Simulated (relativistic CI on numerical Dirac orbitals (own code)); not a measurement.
**Radial parameters of Ir⁷²⁺**

Method of calculation: Dirac-Coulomb-Breit CI, separate exchange-only KLI orbitals for each configuration, model QED (radiative potential, 1s self-energy scaled to tabulated hydrogen-like ionisation energies), unscaled Slater integrals (own radial code, finite nucleus).

Slater integrals F^k, G^k are unscaled and averaged over j, outside the closed core 1s2; ζ comes from projecting the Hamiltonian with its Breit term on Σ l·s of the shell.

- 2s²2p: ζ(2p) = 9.4714e+06 cm⁻¹; <r>(2p) = 0.06253, <r^2>(2p) = 0.004776 (bohr units).
- 2s2p²: F^2(2p,2p) = 1.4961e+06, G^1(2s,2p) = 1.6124e+06, ζ(2p) = 9.4519e+06 cm⁻¹; <r>(2s) = 0.07023, <r^2>(2s) = 0.005874, <r>(2p) = 0.06257, <r^2>(2p) = 0.00478 (bohr units).
- 2p³: F^2(2p,2p) = 1.4946e+06, ζ(2p) = 9.4327e+06 cm⁻¹; <r>(2p) = 0.06263, <r^2>(2p) = 0.00479 (bohr units).

Averages of the first 10 configurations, taken without configuration mixing, which lowers the lowest level and can move excited configurations by several eV; other configurations of the list can lie among them:

```json
{"Configuration": "2s²2p", "Parity": "odd", "States": "6", "Average energy above the lowest level (eV)": "1178.3"}
{"Configuration": "2s2p²", "Parity": "even", "States": "30", "Average energy above the lowest level (eV)": "2618.1"}
{"Configuration": "2p³", "Parity": "odd", "States": "20", "Average energy above the lowest level (eV)": "4124.6"}
{"Configuration": "2p²3s", "Parity": "even", "States": "30", "Average energy above the lowest level (eV)": "14552.8"}
{"Configuration": "2p²3p", "Parity": "odd", "States": "90", "Average energy above the lowest level (eV)": "14980.2"}
{"Configuration": "2s²3s", "Parity": "even", "States": "2", "Average energy above the lowest level (eV)": "11683.6"}
{"Configuration": "2p²3d", "Parity": "even", "States": "150", "Average energy above the lowest level (eV)": "15296.0"}
{"Configuration": "2s²3p", "Parity": "odd", "States": "6", "Average energy above the lowest level (eV)": "12124.1"}
{"Configuration": "2s²3d", "Parity": "even", "States": "10", "Average energy above the lowest level (eV)": "12439.5"}
{"Configuration": "2s2p3s", "Parity": "odd", "States": "24", "Average energy above the lowest level (eV)": "13084.7"}
```
